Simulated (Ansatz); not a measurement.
Reaction (isomerisation): `O[SiH](O)[SiH2]F` → `O[SiH2][SiH](O)F`

Computed with Ansatz on PBE0-D4/def2-TZVP structures; ΔE is electronic, products minus reactants. CCSD(T)/CBS adds triple-zeta CCSD(T) − MP2 to the extrapolated MP2 energy (def2 sets, frozen cores). Functionals use def2-TZVPP. B3LYP here is the variant with VWN-RPA as its local correlation; programs differ in this. Each species was taken in one conformer, which may not be the lowest.

`O[SiH](O)[SiH2]F`:

```xyz
10

O    -1.363    1.396   -0.137
Si   -0.405    0.189   -0.714
O     0.916    0.732   -1.530
Si    0.460   -1.058    1.085
F     0.696   -0.014    2.292
H    -1.028    1.909    0.601
H    -1.303   -0.575   -1.617
H     0.777    1.223   -2.343
H    -0.507   -2.080    1.567
H     1.757   -1.722    0.796
```

`O[SiH2][SiH](O)F`:

```xyz
10

O    -0.114    0.941   -1.499
Si    0.738    0.884   -0.072
Si   -0.253   -1.010    0.907
O    -1.667   -1.225    0.116
F     0.716   -2.268    0.700
H     0.105    1.619   -2.140
H     0.532    2.127    0.726
H     2.202    0.755   -0.320
H    -0.556   -0.962    2.355
H    -1.703   -0.861   -0.774
```

```json
{"level": "BLYP-D4", "ΔE (kcal/mol)": "-0.6", "difference from CCSD(T)/CBS": "0.2"}
{"level": "r2SCAN-D4", "ΔE (kcal/mol)": "-0.9", "difference from CCSD(T)/CBS": "-0.1"}
{"level": "PBE0-D4", "ΔE (kcal/mol)": "-0.8", "difference from CCSD(T)/CBS": "0.0"}
{"level": "B3LYP-D4", "ΔE (kcal/mol)": "-0.7", "difference from CCSD(T)/CBS": "0.1"}
{"level": "ωB97X-V", "ΔE (kcal/mol)": "-0.8", "difference from CCSD(T)/CBS": "0.0"}
{"level": "BLYP", "ΔE (kcal/mol)": "-0.4", "difference from CCSD(T)/CBS": "0.4"}
{"level": "B3LYP", "ΔE (kcal/mol)": "-0.5", "difference from CCSD(T)/CBS": "0.3"}
{"level": "CAM-B3LYP", "ΔE (kcal/mol)": "-0.7", "difference from CCSD(T)/CBS": "0.1"}
{"level": "MP2/def2-SVP", "ΔE (kcal/mol)": "-1.4", "difference from CCSD(T)/CBS": "-0.6"}
{"level": "CCSD/def2-SVP", "ΔE (kcal/mol)": "-1.3", "difference from CCSD(T)/CBS": "-0.5"}
{"level": "HF/def2-TZVPP", "ΔE (kcal/mol)": "-0.2", "difference from CCSD(T)/CBS": "0.6"}
{"level": "SCS-MP2/def2-TZVPP", "ΔE (kcal/mol)": "-0.6", "difference from CCSD(T)/CBS": "0.2"}
{"level": "MP2/def2-QZVPP", "ΔE (kcal/mol)": "-0.7", "difference from CCSD(T)/CBS": "0.1"}
{"level": "HF/CBS(def2)", "ΔE (kcal/mol)": "-0.2", "difference from CCSD(T)/CBS": "0.6"}
{"level": "MP2/CBS(def2)", "ΔE (kcal/mol)": "-0.7", "difference from CCSD(T)/CBS": "0.1"}
{"level": "CCSD/CBS(def2)", "ΔE (kcal/mol)": "-0.7", "difference from CCSD(T)/CBS": "0.1"}
{"level": "CCSD(T)/CBS", "ΔE (kcal/mol)": "-0.8", "difference from CCSD(T)/CBS": "0"}
```

Largest T1 diagnostic among the species: 0.012.

Leaving LDA and LC-ωPBE aside and taking each functional with its dispersion term where it has one, the values, not all of them listed here, spread over 0.3 kcal/mol, from B97M-V to B2PLYP. LDA lies −0.7 kcal/mol from PBE without D4.

CCSD(T)/CBS has its own doubt, a few kJ/mol and more with outer-core shells, so smaller differences from it don't rank the levels.
